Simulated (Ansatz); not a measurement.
Relaxation of CH₂BOSi (6 atoms, charge 0, multiplicity 2), to a largest force component of 0.02 eV/Å in at most 50 steps.

All numbers below come from UKS PBE-D4/6-31G* in Ansatz.

```xyz
6
Properties=species:S:1:pos:R:3:forces:R:3
B 1.746 0.382 -0.882 0.00 -0.03 0.59
C 0.478 0.113 -0.489 -2.02 -0.39 -0.53
Si -1.247 -0.240 -0.400 0.15 -0.03 2.13
O -2.098 -0.457 0.963 1.20 0.23 0.31
H 2.861 0.607 -1.042 0.91 0.20 -0.41
H -2.453 -0.457 -1.156 -0.24 0.02 -2.09
```

Where does it end, and by what steps?

The run converged. After 7 steps the energy has fallen by 0.924 eV; O4 moved furthest, 0.36 Å.

```tsv
step	energy less start (eV)	largest force component (eV/Å)	accepted
0	0.0000	2.130	yes
1	-0.5604	1.720	yes
2	-0.8589	1.226	yes
3	-0.8919	0.535	yes
4	-0.9041	0.729	yes
5	-0.9231	0.127	yes
6	-0.9242	0.022	yes
7	-0.9243	0.009	yes
```

```xyz
6
Properties=species:S:1:pos:R:3
B 1.662 0.360 -0.812
C 0.317 0.085 -0.666
Si -1.375 -0.268 -0.288
O -1.831 -0.414 1.202
H 2.809 0.596 -0.981
H -2.295 -0.411 -1.461
```

Time of the run: 21 s on 2 threads of Arm Neoverse V1 (shared host), peak memory 0.18 GiB.
